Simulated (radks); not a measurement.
Results of a calculation; reference values are marked as such.
Polarisability of the samarium ion Sm3+, [Xe] 4f5, at imaginary frequency. Code: a radial shooting solver on a logarithmic mesh with Libxc functionals. Model: scalar-relativistic Kohn-Sham, LB94 model potential, spin-polarised, spherical densities, finite nucleus; open shells are filled with parallel spins first (spin-orbit coupling, left out, can overturn this in heavy ions); Fermi nuclear charge, rms radius 5.0819 fm. Response by self-consistent Sternheimer equations with the Hartree and adiabatic LDA kernel, the relativistic mass of each level held fixed and spin-orbit coupling left out.

w (hartree)  alpha1(iw) (bohr^3)
0.00266                    6.218
0.0143                     6.217
0.0360                     6.209
0.0697                     6.186
0.118                      6.129
0.186                      6.008
0.280                      5.784
0.413                      5.401
0.605                      4.797
0.892                      3.922
1.35                       2.830
2.12                       1.741
3.59                      0.8911
6.94                      0.3532
17.5                     0.08268

Static values: alpha1 = 6.218 bohr^3 (0.9214 angstrom^3; uncoupled 11.33). C6 = 36.09, triple-dipole C9 = 158.1 atomic units. One-pole (London) frequency 4 C6 / (3 alpha1^2) = 1.244 hartree, against 1.570 for minus the highest occupied eigenvalue.
